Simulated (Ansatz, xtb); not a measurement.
**Relative energy of two structures of H5InNSi**

We compare X, a doublet given by its coordinates, with Y, `N[SiH2][InH]`, a doublet. Both are gas-phase species (loosely bound parts included), relaxed with PBE0-D3(BJ)/def2-SVP; the shapes shown needn't be the lowest conformers.

X (Å):

```yaml
atoms:
  - { symbol: In, position_ang: [-1.0535, 3.9313, 2.6018] }
  - { symbol: N, position_ang: [-1.1657, 3.0336, 0.0529] }
  - { symbol: Si, position_ang: [-1.5306, 1.3021, 0.0296] }
  - { symbol: H, position_ang: [-1.8638, 3.6407, -0.3745] }
  - { symbol: H, position_ang: [-0.2587, 3.3026, -0.3257] }
  - { symbol: H, position_ang: [-2.8499, 1.1240, 0.6951] }
  - { symbol: H, position_ang: [-1.6060, 0.7399, -1.3592] }
  - { symbol: H, position_ang: [-0.4377, 0.6143, 0.7698] }
```

Close contacts (Å): In1–N2 2.70, N2–Si3 1.77, N2–H4 1.02, N2–H5 1.02, Si3–H6 1.49, Si3–H7 1.50, Si3–H8 1.49.

Y (Å):

```xyz
8

In   -0.4171    1.6807    2.4265
N    -1.7770    3.1525   -0.5826
Si   -1.8483    1.6066    0.2118
H    -2.5006    3.4155   -1.2440
H    -0.8800    3.5374   -0.8560
H    -3.2906    1.3766    0.5387
H    -1.4165    0.4098   -0.6018
H     1.0644    2.6600    2.4836
```

Problem. Estimate which is lower in electronic energy at CCSD(T)/def2-SVP + ΔMP2/def2-TZVPP, and by roughly how much.

Solution. The CCSD(T)/def2-SVP + ΔMP2/def2-TZVPP calculation puts structure X lower, by 76.6 kJ/mol.

Level by level:

```
                             level              geometry  E(Y) − E(X) (kJ/mol)  departure from the last row (kJ/mol)  job, with rough time for the two
              PBE0-D3(BJ)/def2-SVP  PBE0-D3(BJ)/def2-SVP                   +62.0                                 −14.6             optimisation, 3.1 min
                       HF/def2-SVP  PBE0-D3(BJ)/def2-SVP                   +80.2                                  +3.5           part of the CCSD(T) run
                      MP2/def2-SVP  PBE0-D3(BJ)/def2-SVP                   +75.7                                  −1.0           part of the CCSD(T) run
                  CCSD(T)/def2-SVP  PBE0-D3(BJ)/def2-SVP                   +80.1                                  +3.5                      single point
CCSD(T)/def2-SVP + ΔMP2/def2-TZVPP  PBE0-D3(BJ)/def2-SVP                   +76.6                                                      single point, 80 s
```

The levels shown agree on the order. The largest departure from CCSD(T)/def2-SVP + ΔMP2/def2-TZVPP is that of PBE0-D3(BJ)/def2-SVP, 14.6 kJ/mol. Levels run at GFN2-xTB geometries aren't shown. The last row adds to CCSD(T) the change of the MP2 difference between the two basis sets, here −3.5 kJ/mol.

With harmonic frequencies from PBE0-D3(BJ)/def2-SVP (ideal gas, rigid rotor, one conformer each, 298.15 K, 1 atm): on the last row, ΔE + ΔZPE = +65.6, ΔH = +67.2, ΔG = +66.3 kJ/mol.

Open shells are spin-unrestricted. The correlated steps freeze 10 core orbitals; the filled d shell of In is correlated, in a basis made for valence electrons. Atoms past krypton carry core potentials in the def2 sets and no spin–orbit term is included. Mirror images aren't counted in ΔG. Codes used: Ansatz 0.2.0; the last row on 2 threads of Intel(R) Xeon(R) Processor @ 2.70GHz on a shared host.
